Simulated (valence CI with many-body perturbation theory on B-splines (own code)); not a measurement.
**Ru³⁹⁺: electric-dipole lines**

Computed by relativistic CI+MBPT: three valence electrons over a frozen Dirac-Fock core [He], a basis of 11 s, 11 p, 9 d, 7 f, 5 g, 2 h, 1 i functions for each j, with the one-electron correlation potential Σ1, the two-electron term Σ2, the three-electron term Σ3, Breit, model QED; selected CI, second order for the rest (own B-spline code, finite nucleus).

The last digits are not significant, and no measured levels were compared; by estimate large intervals hold to a few tenths of a per cent, small ones and those within an open d or f shell to about a per cent.

Lines 51 to 100 of 273 in falling wavelength, among levels below 278.99 Ry, chosen from the strongest by gf and those to the six lowest levels. Wavelengths and rates use the calculated energies. Electric multipoles are in the length gauge, E1 and E2 with the static RPA response of the core. Weak lines are less certain than strong ones. Lines between different terms over intervals too small for the method are left out, as are lines whose strength nearly cancels. The highest levels of a list are the least certain.

Levels are named by their leading jj configuration (3d3/2^4 stands for four electrons in 3d with j = 3/2), which in mixed levels can hold well under half, so a name can repeat and another be missing. Letters in brackets count levels of one name in rising energy.

```tsv
λ vac (nm)	Upper	Lower	A (s⁻¹)	log gf	Branch %
7.148	(2p1/2^2 2p3/2) J=3/2	(2s 2p1/2 2p3/2) J=5/2	3.29e+10	-1.00	19.5
6.254	(2p1/2^2 2p3/2) J=3/2	(2s 2p1/2 2p3/2) J=3/2 [a]	1.35e+10	-1.50	8.0
4.959	(2s 2p3/2^2) J=5/2	(2s^2 2p3/2) J=3/2	3.65e+10	-1.09	99.9
4.916	(2p1/2 2p3/2^2) J=3/2	(2s 2p1/2 2p3/2) J=1/2	7.80e+10	-0.95	28.7
4.835	(2p1/2 2p3/2^2) J=3/2	(2s 2p1/2 2p3/2) J=3/2 [b]	2.02e+10	-1.55	7.4
4.568	(2p3/2^3) J=3/2	(2s 2p3/2^2) J=3/2	2.40e+11	-0.52	60.3
4.546	(2p1/2 2p3/2^2) J=5/2	(2s 2p1/2 2p3/2) J=3/2 [b]	8.52e+10	-0.80	39.0
4.535	(2p1/2 2p3/2 3d5/2) J=9/2	(2s 2p1/2 3d5/2) J=7/2	6.33e+10	-0.71	15.8
4.512	(2p1/2 2p3/2 3p3/2) J=7/2	(2s 2p1/2 3p3/2) J=5/2	8.32e+10	-0.69	0.2
4.509	(2p1/2 2p3/2 3d5/2) J=7/2 [b]	(2s 2p1/2 3d5/2) J=5/2 [a]	6.02e+10	-0.83	3.3
4.488	(2p1/2 2p3/2 3p3/2) J=5/2 [a]	(2s 2p1/2 3p3/2) J=3/2 [a]	7.80e+10	-0.85	0.2
4.448	(2s 2p3/2 3d5/2) J=7/2 [b]	(2s^2 3d5/2) J=5/2	1.23e+11	-0.53	0.2
4.439	(2p1/2 2p3/2 3d5/2) J=7/2 [a]	(2s 2p1/2 3d3/2) J=5/2	5.53e+10	-0.88	1.3
4.401	(2p1/2 2p3/2 3p1/2) J=3/2 [b]	(2s 2p1/2 3p1/2) J=1/2 [b]	8.96e+10	-0.98	0.1
4.391	(2s 2p3/2 3p3/2) J=5/2 [b]	(2s^2 3p3/2) J=3/2	1.31e+11	-0.64	0.7
4.387	(2p1/2 2p3/2 3d3/2) J=3/2 [a]	(2s 2p1/2 3d3/2) J=3/2 [a]	8.95e+10	-0.99	0.2
4.377	(2p1/2 2p3/2 3p1/2) J=5/2	(2s 2p1/2 3p1/2) J=3/2	7.46e+10	-0.89	0.2
4.372	(2s 2p3/2 3d3/2) J=5/2 [b]	(2s^2 3d3/2) J=3/2	1.18e+11	-0.69	0.1
4.349	(2p1/2 2p3/2 3p1/2) J=3/2 [a]	(2s^2 3d3/2) J=3/2	8.44e+10	-1.02	0.1
4.333	(2p1/2 2p3/2 3s) J=5/2	(2s 2p1/2 3s) J=3/2	9.29e+10	-0.80	0.6
4.303	(2s 2p3/2 3d5/2) J=5/2 [b]	(2s^2 3d5/2) J=5/2	1.45e+11	-0.62	0.1
4.303	(2s 2p3/2 3p1/2) J=3/2 [b]	(2s^2 3p1/2) J=1/2	1.55e+11	-0.77	0.8
4.289	(2s 2p3/2 3s) J=3/2 [b]	(2s^2 3s) J=1/2	1.67e+11	-0.74	0.9
4.262	(2s 2p3/2 3d5/2) J=3/2 [b]	(2s^2 3d5/2) J=5/2	1.94e+11	-0.67	0.1
4.232	(2s 2p3/2 3d3/2) J=1/2 [b]	(2s^2 3d3/2) J=3/2	1.81e+11	-1.01	0.1
4.183	(2s 2p1/2 2p3/2) J=3/2 [b]	(2s^2 2p1/2) J=1/2	1.56e+11	-0.78	98.4
4.178	(2p1/2 2p3/2^2) J=3/2	(2s 2p1/2 2p3/2) J=5/2	1.89e+10	-1.70	7.0
4.124	(2s 2p1/2 2p3/2) J=1/2	(2s^2 2p1/2) J=1/2	2.40e+11	-0.91	98.1
4.088	(2p1/2 2p3/2^2) J=1/2	(2s 2p1/2 2p3/2) J=3/2 [b]	2.34e+11	-0.93	69.6
4.030	(2s 2p3/2^2) J=1/2	(2s^2 2p3/2) J=3/2	2.02e+11	-1.01	99.8
4.014	(2s 2p3/2^2) J=3/2	(2s^2 2p3/2) J=3/2	3.17e+11	-0.51	96.6
3.998	(2p1/2^2 2p3/2) J=3/2	(2s 2p1/2^2) J=1/2	1.11e+11	-0.97	65.8
3.960	(2p1/2 2p3/2^2) J=5/2	(2s 2p1/2 2p3/2) J=5/2	1.06e+11	-0.82	48.7
3.855	(2p1/2 2p3/2^2) J=3/2	(2s 2p1/2 2p3/2) J=3/2 [a]	1.32e+11	-0.93	48.5
2.882	(2p3/2^3) J=3/2	(2s 2p1/2 2p3/2) J=3/2 [b]	1.02e+10	-2.29	2.6
2.861	(2p1/2 2p3/2^2) J=3/2	(2s 2p1/2^2) J=1/2	7.10e+09	-2.46	2.6
2.724	(2s 2p3/2^2) J=3/2	(2s^2 2p1/2) J=1/2	1.12e+10	-2.30	3.4
0.4093	(2s^2 3p1/2) J=1/2	(2s 2p1/2 2p3/2) J=3/2 [b]	8.55e+11	-2.37	64.3
0.4038	(2s 2p1/2 3s) J=1/2 [a]	(2s 2p1/2 2p3/2) J=3/2 [b]	1.12e+12	-2.26	4.4
0.4014	(2s 2p1/2 3s) J=3/2	(2s 2p1/2 2p3/2) J=3/2 [b]	1.69e+12	-1.79	6.8
0.4000	(2s 2p1/2 3s) J=1/2 [b]	(2s 2p1/2 2p3/2) J=3/2 [b]	1.07e+13	-1.29	58.1
0.3997	(2p1/2 2p3/2 3s) J=5/2	(2p1/2 2p3/2^2) J=5/2	8.65e+12	-0.91	52.0
0.3991	(2p1/2 2p3/2 3s) J=3/2 [c]	(2p1/2 2p3/2^2) J=5/2	1.11e+13	-0.98	32.5
0.3988	(2s^2 3p3/2) J=3/2	(2s 2p1/2 2p3/2) J=5/2	4.04e+12	-1.41	69.5
0.3977	(2s 2p3/2 3s) J=5/2	(2s 2p3/2^2) J=5/2	8.84e+12	-0.90	31.7
0.3962	(2s 2p1/2 3s) J=3/2	(2s 2p1/2 2p3/2) J=5/2	1.17e+13	-0.96	46.6
0.3960	(2s 2p3/2 3s) J=3/2 [a]	(2s 2p3/2^2) J=5/2	1.69e+13	-0.80	52.7
0.3954	(2s 2p1/2 3s) J=1/2 [a]	(2s 2p1/2 2p3/2) J=3/2 [a]	1.94e+13	-1.04	76.6
0.3953	(2s^2 3s) J=1/2	(2s^2 2p3/2) J=3/2	1.92e+13	-1.04	70.8
0.3931	(2s 2p1/2 3s) J=3/2	(2s 2p1/2 2p3/2) J=3/2 [a]	1.59e+12	-1.83	6.3
```
